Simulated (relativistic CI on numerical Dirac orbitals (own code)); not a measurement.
Method of calculation: Dirac-Coulomb-Breit CI, separate exchange-only KLI orbitals for each configuration, model QED, unscaled Slater integrals (own radial code, finite nucleus).

Configuration list (outside the closed core [Ne]): 3s²3p⁶3d⁷, 3s²3p⁵3d⁸, 3s²3p⁴3d⁹, 3s3p⁶3d⁸, 3p⁶3d⁹, 3s3p⁵3d⁹, 3s²3p⁶3d⁶4s, 3s²3p⁶3d⁶4p, 3s²3p⁴3d⁸4s, 3s²3p⁶3d⁶4d, 3s²3p⁴3d⁸4p, 3s²3p⁵3d⁷4s, 3s²3p⁶3d⁶4f, 3s²3p⁴3d⁸4d, 3s3p⁵3d⁸4s, 3s²3p⁵3d⁷4p, 3s3p⁵3d⁸4p, 3s²3p⁵3d⁷4d, 3s²3p⁶3d⁵4s², 3s3p⁵3d⁸4d, 3s3p⁶3d⁷4s, 3p⁶3d⁸4s, 3s²3p⁶3d⁵4s4p, 3s²3p⁵3d⁷4f, 3p⁶3d⁸4p, 3s²3p⁶3d⁶5s, 3s3p⁶3d⁷4p, 3s²3p⁶3d⁵4p², 3s²3p⁶3d⁶5p, 3p⁶3d⁸4d, 3s²3p⁶3d⁶5d, 3s²3p⁵3d⁶4s², 3s²3p⁶3d⁶5f, 3s3p⁶3d⁶4s², 3s²3p⁵3d⁷5s, 3s²3p⁶3d⁶6s. Levels of other configurations are missing.

At this charge energies of transitions that change n are usually good to better than 1 %, and those within a shell (Δn = 0) to a few per cent.

Outline of the computed level scheme of Er XLIV. Lowest level of each configuration: 3s²3p⁶3d⁷ ⁴F9/2 at 0.000 eV; 3s²3p⁵3d⁸ ⁴G°11/2 at 347.386 eV.

Some strong electric-dipole decays among the lowest 45 levels: 3s²3p⁵3d⁸ ⁴D°7/2 → 3s²3p⁶3d⁷ ⁴F9/2 (1.5e+12 s⁻¹); 3s²3p⁵3d⁸ ⁴S°3/2 → 3s²3p⁶3d⁷ ⁴P5/2 (1.3e+12 s⁻¹); 3s²3p⁵3d⁸ ²F°7/2 → 3s²3p⁶3d⁷ ²H9/2 (1.3e+12 s⁻¹); 3s²3p⁵3d⁸ ²P°3/2 → 3s²3p⁶3d⁷ ²D5/2 (1.1e+12 s⁻¹); 3s²3p⁵3d⁸ ²G°9/2 → 3s²3p⁶3d⁷ ²H11/2 (1.0e+12 s⁻¹); 3s²3p⁵3d⁸ ²P°1/2 → 3s²3p⁶3d⁷ ²P3/2 (9.6e+11 s⁻¹); 3s²3p⁵3d⁸ ⁴D°5/2 → 3s²3p⁶3d⁷ ⁴F7/2 (9.4e+11 s⁻¹); 3s²3p⁵3d⁸ ⁴F°9/2 → 3s²3p⁶3d⁷ ⁴F9/2 (8.1e+11 s⁻¹).

LS names give the leading component of a level, which can be under half, so a name can repeat, a term be missing and a line seem to break the LS rules.
